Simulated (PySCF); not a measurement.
HSE06 on F⁻ (fluorine, charge -1), [Ne], closed-shell 1S. Computed with PySCF 2.14 in aug-cc-pCVQZ-DK (9s8p6d4f2g, 109 functions), with the spin-free X2C one-electron Hamiltonian (Gaussian nucleus).

```
cycle= 1 E= -99.8946821693823  delta_E= -0.00497  |g|= 0.0789  |ddm|= 0.258
cycle= 2 E= -99.8869454950995  delta_E= 0.00774  |g|= 0.183  |ddm|= 0.214
cycle= 3 E= -99.8970522775407  delta_E= -0.0101  |g|= 0.0167  |ddm|= 0.135
cycle= 4 E= -99.8971519661037  delta_E= -9.97e-05  |g|= 5.78e-05  |ddm|= 0.0141
cycle= 5 E= -99.8971519672784  delta_E= -1.17e-09  |g|= 3.13e-06  |ddm|= 4.91e-05
cycle= 6 E= -99.8971519672824  delta_E= -4.05e-12  |g|= 4.4e-07  |ddm|= 3.52e-06
converged SCF energy = -99.8971519672824  <S^2> = -1.7763568e-15  2S+1 = 1
```

Highest occupied orbital energy: 0.268 eV; ⟨L²⟩ = 0.00; populations by l: s 4.00, p 6.00, d 0.00, f 0.00.

Q: Can this result be used?

A: With care. Self-consistency was reached. At HSE06 the highest occupied level has a positive energy, so only the finite basis holds that electron; in a semilocal or global hybrid functional this comes from self-interaction and does not mean that the real anion is unbound.
